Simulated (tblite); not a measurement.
Problem. What does the GFN2-xTB structure of `C[C@@H]([O])O[C@H]1[C@H]2[C@H](O)[C@@H]12` [radical] look like in three dimensions? (Doublet state.)

Solution. 
```xyz
18
C6H9O3 angstrom
C     -1.9223   -1.2924   -1.6175
C     -1.8893   -0.6279   -0.1936
O     -2.1862   -1.3969    0.7741
O     -0.6468    0.0926   -0.1304
C      0.1646   -0.1724    0.9614
C      1.6528   -0.0818    0.8082
C      1.6959    1.3747    0.4278
O      2.8570    2.0937    0.6783
C      0.9209    0.9358    1.6269
H     -1.6972   -0.5493   -2.3736
H     -1.1721   -2.0773   -1.6234
H     -2.9069   -1.7205   -1.7719
H     -2.6326    0.2123   -0.3031
H     -0.2494   -0.9544    1.5936
H      2.4286   -0.7859    1.0218
H      1.1540    1.6960   -0.4602
H      3.4524    2.0110   -0.0743
H      0.9678    1.2490    2.6468
```

Orientation and origin are arbitrary. Atoms count from 1 in this order. All internal angles of the 3-membered ring C5–C6–C9 are 60.0°. The 3-membered ring C6–C7–C9 has internal angles of 59.7° to 60.5°. Of the pairs four or more bonds apart, O3···H14 is among the closest relative to their van der Waals radii: 2.15 Å, 79 % of the sum of Bondi's values. O4 (oxygen bonded to 2 C) is bent (angle 116.4°).

Bonds between heavy atoms (Å): C1–C2 1.572, C2–O3 1.271, C2–O4 1.438, O4–C5 1.386, C5–C6 1.499, C6–C7 1.506, C7–O8 1.388, C7–C9 1.494, C5–C9 1.498, C6–C9 1.497.

The geometry is computed with GFN2-xTB (gas phase). This method treats the open shell by occupation alone, without spin polarisation.

Point group: C1 (no symmetry element, even within 0.4 Å). Its GFN2-xTB frequencies are all real (lowest 19 cm⁻¹). Torsions: C1–C2–O4–C5 -128°, C2–O4–C5–C6 149°, C6–C7–O8–H 88°.

Hardware: one thread of an Arm Neoverse V1, no GPU, on a shared host. Cost: 0.62 s wall. This is the geometry optimisation.

One conformer stands for the species.
